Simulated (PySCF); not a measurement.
C$_{7}$H$_{8}$, charge -1, doublet (typed; the unrestricted solution is spin-contaminated), at a GFN2-xTB geometry (a state made from the parent by changing its charge; the spin is typed, not shown lowest) (in this run its highest filled SCF level lies above zero, so its values depend strongly on the basis, on diffuse functions most of all); CISD/STO-3G (PySCF).

PySCF was given this input:
```python
from pyscf import gto, scf, ci

mol = gto.M(
    atom='''
C    -2.41615025   -0.09423761   -0.00084847
C    -0.90462916   -0.03208013    0.01248811
C    -0.18097146   -1.20077251    0.17651586
C     1.27323905   -1.14762615    0.16375845
C     1.89363258    0.07121865   -0.01076607
C     1.18091207    1.24199321   -0.17367270
C    -0.27325447    1.18543425   -0.16052647
H    -2.85140215    0.85506076    0.31761786
H    -2.78313519   -0.88166934    0.66088217
H    -2.78714768   -0.30896622   -1.00851697
H    -0.68088180   -2.15518212    0.31436607
H     1.84419607   -2.06290847    0.29119789
H     2.98647873    0.11212851   -0.02001269
H     1.67974013    2.19709992   -0.31030067
H    -0.84451843    2.10085878   -0.28692584
''',
    basis='sto-3g',
    charge=-1,
    spin=1,
    verbose=4,
)

mf = scf.UHF(mol)
mf.kernel()

myci = ci.CISD(mf)
myci.kernel()
print('E(CISD) = %.10f' % myci.e_tot)
```

The log (banner, timings and long lists left out):

```
PySCF version 2.14.0

[INPUT] verbose = 4
[INPUT] num. atoms = 15
[INPUT] num. electrons = 51
[INPUT] charge = -1
[INPUT] spin (= nelec alpha-beta = 2S) = 1
[INPUT] symmetry False subgroup None
[INPUT] Mole.unit = angstrom
[INPUT] Symbol           X                Y                Z      unit          X                Y                Z       unit  Magmom
[INPUT]  1 C     -2.416150250000  -0.094237610000  -0.000848470000 AA   -4.565862248299  -0.178083273534  -0.001603375925 Bohr   0.0
[INPUT]  2 C     -0.904629160000  -0.032080130000   0.012488110000 AA   -1.709501356695  -0.060622659740   0.023599107713 Bohr   0.0
[INPUT]  3 C     -0.180971460000  -1.200772510000   0.176515860000 AA   -0.341986495763  -2.269131181807   0.333566632042 Bohr   0.0
[INPUT]  4 C      1.273239050000  -1.147626150000   0.163758450000 AA    2.406073095601  -2.168699116889   0.309458621083 Bohr   0.0
[INPUT]  5 C      1.893632580000   0.071218650000  -0.010766070000 AA    3.578446956754   0.134583743461  -0.020344923738 Bohr   0.0
[INPUT]  6 C      1.180912070000   1.241993210000  -0.173672700000 AA    2.231600389493   2.347027015469  -0.328193838314 Bohr   0.0
[INPUT]  7 C     -0.273254470000   1.185434250000  -0.160526470000 AA   -0.516376110613   2.240146071179  -0.303351064043 Bohr   0.0
[INPUT]  8 H     -2.851402150000   0.855060760000   0.317617860000 AA   -5.388369134496   1.615830656262   0.600210767670 Bohr   0.0
[INPUT]  9 H     -2.783135190000  -0.881669340000   0.660882170000 AA   -5.259363276739  -1.666113585026   1.248886301908 Bohr   0.0
[INPUT] 10 H     -2.787147680000  -0.308966220000  -1.008516970000 AA   -5.266945783917  -0.583861537542  -1.905820865276 Bohr   0.0
[INPUT] 11 H     -0.680881800000  -2.155182120000   0.314366070000 AA   -1.286680125201  -4.072703955360   0.594065775156 Bohr   0.0
[INPUT] 12 H      1.844196070000  -2.062908470000   0.291197890000 AA    3.485025492299  -3.898332028346   0.550284260151 Bohr   0.0
[INPUT] 13 H      2.986478730000   0.112128510000  -0.020012690000 AA    5.643626876539   0.211892174656  -0.037818503116 Bohr   0.0
[INPUT] 14 H      1.679740130000   2.197099920000  -0.310300670000 AA    3.174248806141   4.151917117104  -0.586383282569 Bohr   0.0
[INPUT] 15 H     -0.844518430000   2.100858780000  -0.286925840000 AA   -1.595908539848   3.970047720588  -0.542211255661 Bohr   0.0

nuclear repulsion = 267.912760376479
number of shells = 29
number of NR pGTOs = 129
number of NR cGTOs = 43
basis = sto-3g
ecp = {}

******** <class 'pyscf.scf.uhf.UHF'> ********
method = UHF
initial guess = minao
damping factor = 0
level_shift factor = 0
DIIS = <class 'pyscf.scf.diis.CDIIS'>
diis_start_cycle = 1
diis_space = 8
diis_damp = 0
SCF conv_tol = 1e-09
SCF conv_tol_grad = None
SCF max_cycles = 50
direct_scf = True
direct_scf_tol = 1e-13
number electrons alpha = 26  beta = 25
Set gradient conv threshold to 3.16228e-05
init E= -268.365389813492

cycle= 1 E= -266.168546757948  delta_E=  2.2  |g|= 0.309  |ddm|=  3.7
cycle= 2 E= -266.245700481612  delta_E= -0.0772  |g|= 0.0767  |ddm|= 0.554
cycle= 3 E= -266.253465996747  delta_E= -0.00777  |g|= 0.0392  |ddm|= 0.148
cycle= 4 E= -266.256461173588  delta_E= -0.003  |g|= 0.0245  |ddm|= 0.0852
cycle= 5 E= -266.25827658855  delta_E= -0.00182  |g|= 0.0135  |ddm|= 0.0811
cycle= 6 E= -266.258994781223  delta_E= -0.000718  |g|= 0.00226  |ddm|= 0.0881
cycle= 7 E= -266.259002192803  delta_E= -7.41e-06  |g|= 0.00111  |ddm|= 0.00516
cycle= 8 E= -266.259005037542  delta_E= -2.84e-06  |g|= 0.00047  |ddm|= 0.00409
cycle= 9 E= -266.25900583891  delta_E= -8.01e-07  |g|= 0.000287  |ddm|= 0.00231
cycle= 10 E= -266.259006257062  delta_E= -4.18e-07  |g|= 0.0002  |ddm|= 0.00178
cycle= 11 E= -266.259006537367  delta_E= -2.8e-07  |g|= 0.000137  |ddm|= 0.00173
cycle= 12 E= -266.259006716179  delta_E= -1.79e-07  |g|= 7.11e-05  |ddm|= 0.00189
cycle= 13 E= -266.259006760106  delta_E= -4.39e-08  |g|= 2.9e-05  |ddm|= 0.00111
cycle= 14 E= -266.259006764128  delta_E= -4.02e-09  |g|= 1.49e-05  |ddm|= 0.000302
cycle= 15 E= -266.259006764935  delta_E= -8.07e-10  |g|= 7.98e-06  |ddm|= 0.000108
Extra cycle  E= -266.259006765068  delta_E= -1.33e-10  |g|= 6.38e-06  |ddm|= 1.68e-05
converged SCF energy = -266.259006765068  <S^2> = 0.91686565  2S+1 = 2.1604311

******** <class 'pyscf.ci.ucisd.UCISD'> ********
CISD nocc = (np.int64(26), np.int64(25)), nmo = (43, 43)
max_cycle = 50
direct = 0
conv_tol = 1e-09
max_cycle = 50
max_space = 12
lindep = 0
nroots = 1
Init t2, MP2 energy = -0.363705797487839
UCISD converged
E(UCISD) = -266.6395650866292  E_corr = -0.3805583215611162
E(CISD) = -266.6395650866
```
